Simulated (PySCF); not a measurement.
**Dipole response of Ba(2+) (barium, charge +2)**

[Xe], closed-shell 1S. Computed with PySCF 2.14 in aug-cc-pVTZ-X2C, with the spin-free X2C one-electron Hamiltonian (Gaussian nucleus). Coupled (time-dependent) response in atomic units; α is the mean over directions.

```csv
method,mean α (bohr³),C₆ (like pair),S(−4)
UHF,10.42,73.93,14.15
PBE,10.57,74.64,14.99
PBE0,10.46,73.77,14.51
M06-L,10.85,79.14,15.03
r2SCAN0,10.39,74.62,13.66
```

S(−4) is the Cauchy moment in α(ω) = α(0) + S(−4) ω² + …

α(iu) at M06-L:

```json
{"u (hartree)": "0", "α(iu) (bohr³)": "10.85"}
{"u (hartree)": "0.0500", "α(iu) (bohr³)": "10.81"}
{"u (hartree)": "0.100", "α(iu) (bohr³)": "10.70"}
{"u (hartree)": "0.200", "α(iu) (bohr³)": "10.28"}
{"u (hartree)": "0.300", "α(iu) (bohr³)": "9.655"}
{"u (hartree)": "0.500", "α(iu) (bohr³)": "8.109"}
{"u (hartree)": "0.750", "α(iu) (bohr³)": "6.230"}
{"u (hartree)": "1.00", "α(iu) (bohr³)": "4.754"}
{"u (hartree)": "1.50", "α(iu) (bohr³)": "2.921"}
{"u (hartree)": "2.00", "α(iu) (bohr³)": "1.965"}
{"u (hartree)": "3.00", "α(iu) (bohr³)": "1.094"}
{"u (hartree)": "5.00", "α(iu) (bohr³)": "0.5202"}
```

A single London oscillator, α(iu) = α/(1 + u²/ω²), gives C₆ = (3/4) ω α². Matching the computed C₆ needs ω = 4 × 79.14 / (3 × 10.85²) = 0.896 hartree.

For an ion, C₆ is the dispersion term alone; charge-induced terms of lower order in 1/R come first.

Spin-orbit coupling, which splits the p, d and f shells strongly at this Z, is absent.
